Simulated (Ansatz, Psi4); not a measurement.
Molecule: SiHS₂Cl₂ (charge 0, doublet). SMILES: [S][Si](S)(Cl)Cl
Coordinates optimised at B3LYP-D3(BJ)/def2-TZVP (Ansatz, a program for electronic structure):
```xyz
6

S     -0.1389     0.4533     2.0498
Si    -0.0741     0.0533     0.0137
S      1.6688    -1.1897    -0.0781
Cl     0.0886     1.7309    -1.1506
Cl    -1.6151    -1.0719    -0.7259
H      2.5097    -0.1666     0.1602
```
Charge 0, spin multiplicity 2.

Wanted: atomisation energy, in kcal/mol. Set-up: LANL2DZ with its own core potentials from Na on; six Cartesian d functions in 6-31G* and its kin unless marked 5d; spin-orbit terms left out; non-relativistic; 6-311+G** with 5d, 6d on Na to Ar in Ansatz; frozen cores in correlated levels; dispersion terms only where a functional's name holds one; UHF or UKS for open shells; atomisation electronic, to ground-state atoms. CBS marks a two-point X^-3 extrapolation of the correlation energy; Hartree-Fock from the larger set. Ab initio and DFT rows: single points at B3LYP-D3(BJ) geometries (Ansatz).

Coupled cluster (Ansatz) is a level with limits of its own, used here on species with T1 under 0.025 (0.045 for open shells) and stable references: CCSD(T)/CBS(cc-pV(T+d)Z,cc-pV(Q+d)Z).

Value to compare with, CCSD(T)/CBS(cc-pV(T+d)Z,cc-pV(Q+d)Z) (Ansatz): 432.4 kcal/mol.

```csv
level,program,atomisation energy (kcal/mol),difference
HF/3-21G,Ansatz,183.8,-248.6
HF/LANL2DZ,Ansatz,177.6,-254.8
SVWN5/6-31G*,Ansatz,487.2,54.8
PBE/3-21G,Ansatz,356.7,-75.7
PBE/6-31G*,Ansatz,420.9,-11.5
PBE/def2-SVP,Ansatz,431.4,-1.0
PBE/6-311+G**,Ansatz,418.4,-14.0
BLYP/6-31G*,Ansatz,394.4,-38.0
B3LYP/LANL2DZ,Ansatz,306.0,-126.4
B3LYP/6-31G*,Ansatz,395.1,-37.3
B3LYP/6-31+G*,Ansatz,392.0,-40.4
wB97X-D/6-311+G**,Psi4,409.4,-23.0
MP2/3-21G,Ansatz,257.2,-175.2
B3LYP/def2-TZVPD,Ansatz,411.6,-20.8
B3LYP-D3(BJ)/def2-TZVPD,Ansatz + dftd3,424.5,-7.9
PBE0/def2-TZVPD,Ansatz,428.3,-4.1
```

Among the 13 habitual levels, HF/LANL2DZ lies farthest from CCSD(T)/CBS(cc-pV(T+d)Z,cc-pV(Q+d)Z) (Ansatz) (-254.8 kcal/mol) and PBE/def2-SVP nearest (-1.0); 1 of 13 lie above it, and their mean absolute difference is 84.7 kcal/mol, the median 40.4. One case shows no general order.

The levels are drawn from those run, B3LYP/6-31G* more often than the rest, none by its result; left out are runs that failed, that the program found above a lower state of the same kind, or whose <S^2> lies over 0.5 above the pure value.
